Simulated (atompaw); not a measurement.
**Ranking PAW (atompaw) potentials for Au**

All share these settings but for the change named:

gold (Au), PAW, made with atompaw 4.2.0.5 (PBE, scalar-relativistic). Core [Kr] 4d10 4f14, reference 5s2 5p6 5d10 6s0 6p0 (charge +1). Waves: 5s (bound): rc 1.15 bohr; 6s (bound, empty): rc 1.50 bohr; 5p (bound): rc 1.30 bohr; 6p (bound, empty): rc 2.15 bohr; 5d (bound): rc 1.95 bohr; 5d channel at 1.8 Ry: rc 2.15 bohr. Local part: bessel scheme, radius 1.80 bohr. Core correction: smooth core density matched at 1.25 bohr. Augmentation charge: besselshape compensation charge, radius 1.65 bohr; PAW radius 2.15 bohr; waves and projectors: custom rrkj gramschmidtortho.

Cutoff: the first of the cutoffs (Ry, on a coarse ladder) from which the occupation-weighted sum of valence levels, in a spherical-Bessel basis at the reference potential, stays within 10 and 1 mRy of its value at 400 Ry; the density cutoff is not measured.

The base gives 50 Ry.

Of 6 variants that were run, those that failed, showed a ghost or another fault, or gave nearly equal values are left out.

A variant can come out equal or close to the base.

**Question.** Rank these variants from softest to hardest (loose cutoff).
A. wave 5d (bound): rc 1.95 bohr becomes 5d (bound): rc 1.12 bohr
B. wave 5d (bound): rc 1.95 bohr becomes 5d (bound): rc 1.30 bohr
C. wave 5d (bound): rc 1.95 bohr becomes 5d (bound): rc 1.84 bohr

**Answer.** C (50 Ry), B (70 Ry), A (80 Ry).
